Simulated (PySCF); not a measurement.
`C[C@@H]1[C@H](O)C[Si@]1(C)F`, C$_{5}$H$_{11}$FOSi

Molfile (atoms numbered from 1):
```
C5H11FOSi
     RDKit          3D

 19 19  0  0  0  0  0  0  0  0999 V2000
   -1.7653    0.1911    1.2630 C   0  0  0  0  0  0  0  0  0  0  0  0
   -0.6378    0.6601    0.3514 C   0  0  2  0  0  0  0  0  0  0  0  0
   -0.7999    0.1819   -1.1182 C   0  0  2  0  0  0  0  0  0  0  0  0
   -2.1119   -0.2120   -1.4173 O   0  0  0  0  0  0  0  0  0  0  0  0
    0.2511   -0.9565   -1.1483 C   0  0  0  0  0  0  0  0  0  0  0  0
    0.9902   -0.3377    0.4928 Si  0  0  1  0  0  4  0  0  0  0  0  0
    2.6823    0.4998    0.5439 C   0  0  0  0  0  0  0  0  0  0  0  0
    0.9879   -1.4602    1.6705 F   0  0  0  0  0  0  0  0  0  0  0  0
   -1.5854    0.5268    2.2815 H   0  0  0  0  0  0  0  0  0  0  0  0
   -1.8343   -0.8932    1.2627 H   0  0  0  0  0  0  0  0  0  0  0  0
   -2.7155    0.5924    0.9188 H   0  0  0  0  0  0  0  0  0  0  0  0
   -0.5795    1.7476    0.4061 H   0  0  0  0  0  0  0  0  0  0  0  0
   -0.4868    0.9871   -1.8009 H   0  0  0  0  0  0  0  0  0  0  0  0
   -2.1175   -0.6125   -2.2925 H   0  0  0  0  0  0  0  0  0  0  0  0
    0.8530   -0.9780   -2.0532 H   0  0  0  0  0  0  0  0  0  0  0  0
   -0.2410   -1.9228   -1.0481 H   0  0  0  0  0  0  0  0  0  0  0  0
    2.8386    0.9951    1.4969 H   0  0  0  0  0  0  0  0  0  0  0  0
    3.4689   -0.2385    0.4252 H   0  0  0  0  0  0  0  0  0  0  0  0
    2.7932    1.2388   -0.2418 H   0  0  0  0  0  0  0  0  0  0  0  0
  1  2  1  0
  2  3  1  0
  3  4  1  0
  3  5  1  0
  5  6  1  0
  6  7  1  0
  6  8  1  1
  6  2  1  0
  1  9  1  0
  1 10  1  0
  1 11  1  0
  2 12  1  6
  3 13  1  6
  4 14  1  0
  5 15  1  0
  5 16  1  0
  7 17  1  0
  7 18  1  0
  7 19  1  0
M  END
```

Method: TDDFT PBE0/def2-SVPD circular dichroism and optical rotation, one conformer, gas phase (PySCF). Geometry: GFN2-xTB.

The molecule is flexible and this is one conformer; a measurement averages over conformers. States above about 7.5 eV (minus the energy of the highest occupied orbital) lie near or above the ionisation threshold and depend on the basis.

(1) Draw the ECD and absorption spectra from the lowest 16 states, each a Gaussian of half-width 0.2 eV at 1/e height.

Results:

(1) 
```tsv
E (eV)	λ (nm)	Δε (L mol⁻¹ cm⁻¹)	ε (L mol⁻¹ cm⁻¹)
6.05	205	-0.01	1.87
6.15	201	-0.14	17.7
6.25	198	-0.82	103
6.35	195	-3.06	362
6.45	192	-7.57	792
6.55	189	-13.47	1100
6.65	186	-18.34	1040
6.75	184	-18.41	755
6.85	181	-11.56	600
6.95	178	-1.37	1020
7.05	176	+6.19	2380
7.15	173	+8.34	4460
7.25	171	+7.09	6000
7.35	169	+5.43	5790
7.45	166	+4.42	4350
7.55	164	+5.41	3830
7.65	162	+8.04	5230
7.75	160	+6.06	6790
7.85	158	-7.15	6420
7.95	156	-24.25	5020
8.05	154	-25.68	4720
8.15	152	-7.82	5340
8.25	150	+7.74	5140
```
Δε uses R in velocity form, ε uses f in length form. Only the states computed contribute, so the short-wavelength end is incomplete.
